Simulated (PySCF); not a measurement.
CH₈B₃NO.
SMILES with atom numbers: `[BH2:1][NH:2][CH2:3][BH:4][O:5][BH2:6]` (hydrogens: H7, H8 on B1; H9 on N2; H10, H11 on C3; H12 on B4; H13, H14 on B6)

Computed by this run: PySCF, PBE0-D3(BJ)/def2-SVP geometry optimisation, gas phase; density fitting, grid level 1; the optimiser is geomeTRIC in internal coordinates, started from a GFN2-xTB structure with every atom displaced at random (about 0.01 Å).

The end geometry, which sets the zero of energy:
```
atom  x, y, z in Å
B1     -2.0476    0.7349   -0.3110
N2     -1.0442    0.3544    0.5699
C3     -0.5017   -0.9701    0.7746
B4      0.9980   -1.1768    0.3273
O5      1.6469   -0.1869   -0.2897
B6      2.0598    0.8964   -0.9527
H7     -2.3513    1.9037   -0.3793
H8     -2.5896   -0.1135   -0.9841
H9     -0.5853    1.0731    1.1198
H10    -0.6105   -1.2979    1.8271
H11    -1.1044   -1.6958    0.1984
H12     1.5837   -2.2182    0.5235
H13     2.5978    1.7829   -0.3282
H14     1.9007    0.9420   -2.1506
```

Problem. These geometries come from the run, each turned onto the end geometry. Order them by energy, lowest first.
A.
```
atom  x, y, z in Å
B1     -2.0403    0.7150   -0.3350
N2     -1.0713    0.3531    0.5902
C3     -0.5056   -0.9602    0.8066
B4      0.9707   -1.1739    0.2893
O5      1.5941   -0.1839   -0.3518
B6      2.0774    0.9048   -0.9529
H7     -2.3575    1.8794   -0.4246
H8     -2.5459   -0.1458   -1.0196
H9     -0.6358    1.0810    1.1471
H10    -0.5303   -1.2366    1.8795
H11    -1.1422   -1.7177    0.3184
H12     1.5444   -2.2320    0.4210
H13     2.6456    1.7297   -0.2733
H14     1.9490    1.0152   -2.1501
```
B.
```
atom  x, y, z in Å
B1     -2.0539    0.7135   -0.3268
N2     -1.0689    0.3546    0.5829
C3     -0.5054   -0.9592    0.8018
B4      0.9695   -1.1727    0.2806
O5      1.6070   -0.1840   -0.3480
B6      2.0905    0.9023   -0.9542
H7     -2.3734    1.8768   -0.4112
H8     -2.5653   -0.1482   -1.0073
H9     -0.6344    1.0831    1.1393
H10    -0.5421   -1.2419    1.8727
H11    -1.1390   -1.7122    0.2994
H12     1.5506   -2.2229    0.4437
H13     2.6617    1.7272   -0.2771
H14     1.9554    1.0115   -2.1509
```
C.
```
atom  x, y, z in Å
B1     -2.0349    0.7020   -0.3374
N2     -1.0617    0.3497    0.5924
C3     -0.4999   -0.9614    0.8308
B4      0.9317   -1.2048    0.2224
O5      1.5673   -0.1916   -0.3889
B6      2.0719    0.9158   -0.9362
H7     -2.3219    1.8655   -0.4714
H8     -2.5739   -0.1686   -0.9925
H9     -0.5994    1.1027    1.0864
H10    -0.4770   -1.2045    1.9128
H11    -1.1781   -1.7190    0.3805
H12     1.5313   -2.2478    0.3847
H13     2.5879    1.7310   -0.2018
H14     2.0089    1.0588   -2.1368
```
D.
```
atom  x, y, z in Å
B1     -2.0601    0.6805   -0.3111
N2     -1.0556    0.3502    0.5225
C3     -0.5345   -0.9760    0.7626
B4      1.0391   -1.1564    0.2588
O5      1.6009   -0.1805   -0.3369
B6      2.0767    0.8910   -0.9059
H7     -2.3398    1.8398   -0.4314
H8     -2.6642   -0.1291   -0.8778
H9     -0.5076    1.0702    1.0157
H10    -0.5837   -1.2056    1.8525
H11    -1.1684   -1.6973    0.2726
H12     1.5774   -2.1780    0.4462
H13     2.6115    1.7072   -0.2598
H14     1.9606    1.0121   -2.0632
```
E.
```
atom  x, y, z in Å
B1     -2.0150    0.7221   -0.3467
N2     -1.0526    0.3547    0.5823
C3     -0.4983   -0.9630    0.8065
B4      0.9777   -1.1946    0.2982
O5      1.5766   -0.1918   -0.3450
B6      2.0376    0.9077   -0.9437
H7     -2.3208    1.8902   -0.4415
H8     -2.5274   -0.1362   -1.0282
H9     -0.6104    1.0810    1.1379
H10    -0.5259   -1.2337    1.8795
H11    -1.1398   -1.7169    0.3228
H12     1.5542   -2.2514    0.4259
H13     2.5974    1.7375   -0.2639
H14     1.8991    1.0224   -2.1392
```

Solution. B (0.003 eV), A (0.006 eV), E (0.013 eV), C (0.029 eV), D (0.371 eV).

In the order of the answer:

```csv
step,E above end (eV),largest force (eV/Å),rms force component (eV/Å),rms distance from end (Å),rms bond change (Å),bond most changed (Å)
6,0.003,0.05,0.011,0.068,0.000,B4–O5 -0.001
4,0.006,0.22,0.047,0.076,0.001,C3–H11 -0.002
3,0.013,0.37,0.087,0.077,0.001,C3–H11 -0.004
1,0.029,0.68,0.165,0.118,0.004,B4–O5 +0.008
0,0.371,4.20,0.975,0.091,0.041,C3–B4 +0.084
```

The cost below is that of the whole optimisation. On Arm Neoverse V1, one thread (shared host), this took 64 s of wall time and 0.49 GiB of memory at its peak.
